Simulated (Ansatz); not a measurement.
`F[CH]1[O][Al]1[SiH3]` → `[F][Al]1[O]C[SiH2]1`  (isomerisation)

Gas-phase electronic energies from Ansatz, PBE0-D4/def2-TZVP geometries. CCSD(T)/CBS adds triple-zeta CCSD(T) − MP2 to the extrapolated MP2 energy (def2 sets, frozen cores). Functionals use def2-TZVPP. B3LYP here is the variant with VWN-RPA as its local correlation; programs differ in this.

CCSD(T)/CBS gives -339.6 kJ/mol.

Problem. Another level gave -321.8 kJ/mol. Which?
A. BLYP/def2-TZVPP
B. CCSD/def2-TZVPP
C. B3LYP/def2-TZVPP
D. ωB97X-V/def2-TZVPP

Solution. C. B3LYP -321.8, ωB97X-V -329.3, CCSD/def2-TZVPP -339.6, BLYP -307.1 kJ/mol.

Largest T1 diagnostic among the species: 0.018.

From BLYP to BHLYP (50 % exact exchange), in def2-TZVPP and without D4, ΔE moves by −31.4 kJ/mol. Leaving LDA and LC-ωPBE aside and taking each functional with its dispersion term where it has one, the values, not all of them listed here, spread over 34.0 kJ/mol, from BHLYP-D4 to revPBE-D4. LDA lies −6.8 kJ/mol from PBE without D4.

CCSD(T)/CBS has its own doubt, a few kJ/mol and more with outer-core shells, so smaller differences from it don't rank the levels.
